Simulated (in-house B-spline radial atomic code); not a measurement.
Settings and results of a run for W³⁺. Computed with a radial B-spline atomic code at the basis-set limit: Dirac-Kohn-Sham OLYP, spherical fractional occupations, Fermi nucleus of rms radius 5.3658 fm.

Command:
```bash
python run_scf.py task.json out
```
Settings (nuclear radius in fm, mass in u):
```
Z                74
configuration    [Xe] 4f14 5d3
hamiltonian      dirac
method           optx,lyp
spin_polarised   False
nucleus          fermi
rms_radius       5.3658
atomic_mass      183.95093
speed_of_light   137.035999084
```

Output (hartree, bohr):
```
 radial grid: 72 intervals, B-splines of order 8, outer radius 39.1892 bohr

 iter        energy (Eh)    residual
    1      -16166.228669    5.60e-01
    2      -16167.239712    5.28e-02
    3      -16167.302032    1.69e-02
    4      -16167.309791    7.33e-03
    5      -16167.310279    6.26e-03
    6      -16167.310764    2.18e-03
    7      -16167.310884    3.00e-04
    8      -16167.310887    8.57e-05
    9      -16167.310887    9.57e-07
   10      -16167.310887    5.00e-08

 total energy                    -16167.31089
 kinetic                           18205.6260
 electron-nucleus                 -40299.0782
 Hartree                            6256.4237
 exchange-correlation               -330.2824

 first-order corrections (not in the total)
   Gaunt                            19.2566
   retardation                      -2.0417
   frequency dependence             -0.3292
   self-energy                      14.0161
   Uehling                          -2.6309
   Wichmann-Kroll                    0.1044
   recoil                            0.0297

 orbital      occ     eigenvalue          <r>       <r^2>       <1/r>     <1/r^2>       <r^4>       r_max    small
 1s1/2      2.000     -2550.2275    0.0183518 0.000463283     87.0262       18202 5.82514e-07     0.01146  7.78e-02
 2s1/2      2.000      -441.0182    0.0769525  0.00706321     21.1821     2476.94  8.7093e-05     0.06588  1.76e-02
 2p1/2      2.000      -421.9032    0.0636533  0.00504199     21.1519     782.788 5.24377e-05     0.04896  1.77e-02
 2p3/2      4.000      -372.2047    0.0716056  0.00624154     17.7695     431.267  7.6382e-05      0.0558  1.60e-02
 3s1/2      2.000      -102.4234     0.200554   0.0461246     7.77641      556.62  0.00321741      0.1855  5.81e-03
 3p1/2      2.000       -93.8897     0.190517   0.0423092     7.69374     178.747  0.00283805      0.1737  5.76e-03
 3p3/2      4.000       -83.1378     0.205261   0.0488912     6.81847     99.9156  0.00374979      0.1877  5.26e-03
 3d3/2      4.000       -68.7496     0.179565   0.0378788      6.7142     56.4991  0.00254323       0.147  5.15e-03
 3d5/2      6.000       -66.4078       0.1841    0.039685     6.50742     52.3305  0.00276868      0.1509  5.01e-03
 4s1/2      2.000       -21.9827     0.449333     0.22819     3.26946      139.09    0.075661       0.421  1.92e-03
 4p1/2      2.000       -18.4392     0.454374    0.235253     3.15996     43.6955   0.0826417      0.4206  1.83e-03
 4p3/2      4.000       -15.9440      0.48766    0.270665     2.85463     24.4758    0.109351      0.4503  1.64e-03
 4d3/2      4.000       -10.1178     0.504265    0.294923     2.64097      12.701     0.14052      0.4468  1.44e-03
 4d5/2      6.000        -9.6572     0.515683    0.308269     2.56783     11.7255    0.153567      0.4562  1.39e-03
 5s1/2      2.000        -3.9700      1.06339     1.26942     1.26903     25.2771     2.35837      0.9626  4.30e-04
 5p1/2      2.000        -2.9129      1.16524     1.53452     1.14319     7.06513     3.56198       1.032  3.57e-04
 5p3/2      4.000        -2.5430      1.26163     1.79861       1.039     3.96912     4.90332       1.114  3.07e-04
 4f5/2      6.000        -2.3552     0.599766    0.450323     2.10758     5.67073    0.472472      0.4253  9.88e-04
 4f7/2      8.000        -2.2723     0.609164    0.465209     2.07673     5.50288    0.507203      0.4303  9.66e-04
 5d3/2      1.200        -1.1615      1.72209     3.44383    0.749701     1.31045     20.2841       1.403  1.64e-04
 5d5/2      1.800        -1.1254      1.76939     3.63561    0.727942     1.20388     22.5898        1.44  1.56e-04
```

Run time, properties included: 2.3 s on 1 thread of Arm Neoverse V1 (shared host).

For the Dirac Hamiltonian the kinetic term is c α·p + (β - 1)c².
